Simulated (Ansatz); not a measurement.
CH₆GaInS, 10 atoms. The species carries charge 0 and has multiplicity 1. Correlated methods include outer-core shells of Ga, In, which these sets cover unevenly. Scalar relativity is left out up to krypton. In takes the def2 core potential. The bonds changed during the relaxation, so this is another structure than the one it started from. All runs use 4 threads of a server CPU on a shared host. Correlated methods freeze the cores.

(1) Give the basis size and wall time and peak host memory of each of these runs in Ansatz. RHF-CCSD(T)/def2-TZVPP energy; RKS ωB97M-V/def2-TZVPP energy and forces; RHF-MP2/def2-QZVPP energy; RKS B3LYP-D4/def2-TZVPP energy and forces; RKS ωB97M-V/def2-QZVPP energy; RKS PBE0-D4/def2-TZVP frequencies; RKS PBE0-D4/def2-QZVPP energy; RKS PBE0-D4/def2-TZVP relaxation (7 steps); RKS ωB97M-V/def2-SVP energy; RHF-CCSD(T)/def2-SVP energy; RKS BLYP-D4/def2-TZVPP energy; RKS PBE0-D4/def2-TZVPP energy. (Best estimate.)

Results:

(1) The calculation gave: Other jobs shared the machine, so times are rough.

```json
{"level": "RKS BLYP-D4/def2-TZVPP", "job": "energy", "functions": "255", "wall time": "1.9 s", "peak host memory (GiB)": "0.4"}
{"level": "RKS PBE0-D4/def2-TZVPP", "job": "energy", "functions": "255", "wall time": "3.3 s", "peak host memory (GiB)": "0.89"}
{"level": "RKS ωB97M-V/def2-SVP", "job": "energy", "functions": "120", "wall time": "4.4 s", "peak host memory (GiB)": "0.47"}
{"level": "RKS B3LYP-D4/def2-TZVPP", "job": "energy and forces", "functions": "255", "wall time": "6.5 s", "peak host memory (GiB)": "0.93"}
{"level": "RHF-CCSD(T)/def2-SVP", "job": "energy", "functions": "120", "wall time": "8 s", "peak host memory (GiB)": "0.68"}
{"level": "RKS PBE0-D4/def2-QZVPP", "job": "energy", "functions": "478", "wall time": "10 s", "peak host memory (GiB)": "2.3"}
{"level": "RKS ωB97M-V/def2-TZVPP", "job": "energy and forces", "functions": "255", "wall time": "11 s", "peak host memory (GiB)": "1.2"}
{"level": "RKS ωB97M-V/def2-QZVPP", "job": "energy", "functions": "478", "wall time": "17 s", "peak host memory (GiB)": "2.8"}
{"level": "RKS PBE0-D4/def2-TZVP", "job": "relaxation (7 steps)", "functions": "202", "wall time": "26 s", "peak host memory (GiB)": "0.73"}
{"level": "RHF-MP2/def2-QZVPP", "job": "energy", "functions": "478", "wall time": "26 s", "peak host memory (GiB)": "3.2"}
{"level": "RHF-CCSD(T)/def2-TZVPP", "job": "energy", "functions": "255", "wall time": "85 s", "peak host memory (GiB)": "6.3"}
{"level": "RKS PBE0-D4/def2-TZVP", "job": "frequencies", "functions": "202", "wall time": "2.2 min", "peak host memory (GiB)": "0.73"}
```

B3LYP here is the variant with VWN-RPA as its local correlation; programs differ in this.
